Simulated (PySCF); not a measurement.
A GIAO shielding run with PySCF (density fitting, non-relativistic, gas phase) on `CC(=O)O[SiH2][N-][SiH3]`, [C2H8NO2Si2]-:

```
$ OMP_NUM_THREADS=1 python probes_run.py task.json out

{"job": {"kind": "nmr", "xc": "PBE0", "basis": "pcSseg-1"}, "charge": -1, "multiplicity": 1}
C     -3.188717     0.379079    -0.192435
C     -2.017016    -0.539535     0.176192
O     -2.215065    -1.659890     0.599508
O     -0.883495     0.022912    -0.020045
Si     0.667117    -0.667926     0.266360
N      1.658330     0.578601    -0.193155
Si     3.327378     0.713906    -0.220229
H     -3.129740     1.285412     0.405498
H     -4.133792    -0.127062    -0.011990
H     -3.106278     0.654883    -1.241116
H      0.627400    -1.931679    -0.506981
H      0.593831    -1.098638     1.682508
H      3.674291     2.062885    -0.728063
H      4.044274     0.579712     1.082811
H      4.077069    -0.244671    -1.084845
```

Hardware: 1 thread of an Arm Neoverse V1, shared host. The job also computes population analyses, field gradients.

(1) How large is the calculation?

(2) How long does it take, and how much memory does it need?

Answers

(1) 72 electrons, 173 basis functions and 942 auxiliary functions.

(2) 30 s of wall time, with 14 SCF cycles and 5 response iterations; peak memory 0.77 GiB. Times on a shared host scatter by some tens of per cent.
